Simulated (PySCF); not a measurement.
## Predicted spectroscopic data

Theory: GIAO PBE0/pcSseg-1 shieldings, geometry from GFN2-xTB, in PySCF (gas phase, one conformer, relativity neglected, fast rotation and ring inversion assumed for equivalent nuclei).

δ = σ(ref) − σ, references computed at the same level: TMS for ¹H (σref 31.72), ¹³C (σref 186.93). Splittings of carbon signals by F and P are missing where no couplings were computed. Where no couplings were computed, multiplicities follow the n + 1 count of equivalent neighbours, and m marks all less simple cases (inequivalent or close neighbours, rings, F or P nearby). Shifts are as computed. Against solution values, carbons near 30 ppm lie about +3 ppm off and those near 130 ppm about +5 ppm; carbons on Cl a further +6 ppm. Of 1211 compounds with measured shifts, 218 miss one by over three times the rms of a fit or turn the order of signals round; such compounds aren't used in these exercises. Carbons bonded to Cl come out too deshielded. OH and NH positions are gas-phase values without hydrogen bonding to other molecules.

Compound 1 (C10H14). ¹H NMR (400 MHz, computed): δ 6.44 (m, 1H), 6.01 (m, 1H), 6.01 (m, 1H), 5.27 (m, 1H), 5.19 (m, 1H), 2.89 (m, 1H), 2.18 (m, 1H), 1.95 (m, 1H), 1.84 (m, 1H), 1.74 (m, 1H), 1.69 (m, 1H), 1.69 (m, 1H), 1.18 (m, 1H), 0.92 (m, 1H). ¹³C{¹H} NMR (computed): δ 152.5 (CH), 151.3 (C), 119.7 (CH2), 111.0 (CH2), 38.6 (CH), 32.9 (C), 27.4 (CH2), 23.2 (CH2), 21.5 (CH2), 16.4 (CH2). Structure: SMILES C=C[C@]1(C2CCC2)CC1=C.

Compound 2 (C5H13NP2). ¹H NMR (400 MHz, computed): δ 2.00 (m, 4H), 1.76 (m, 4H), 0.74 (m, 3H), -0.07 (br s, 2H). ¹³C{¹H} NMR (computed): δ 32.4 (CH2), 27.1 (CH2), 19.0 (CH3). Structure: SMILES CP1CCP(N)CC1.

Compound 3 (C7H10Cl2). ¹H NMR (400 MHz, computed): δ 6.15 (d, 1H), 5.79 (d, 1H), 3.01 (m, 1H), 2.97 (m, 1H), 2.40 (m, 1H), 2.33 (m, 1H), 2.25 (m, 1H), 1.18 (d, 3H). ¹³C{¹H} NMR (computed): δ 148.3 (C), 133.6 (CH), 82.1 (CH), 38.1 (CH2), 35.4 (CH2), 25.6 (CH), 24.5 (CH3). Structure: `CC1CC(=CC(Cl)Cl)C1`.
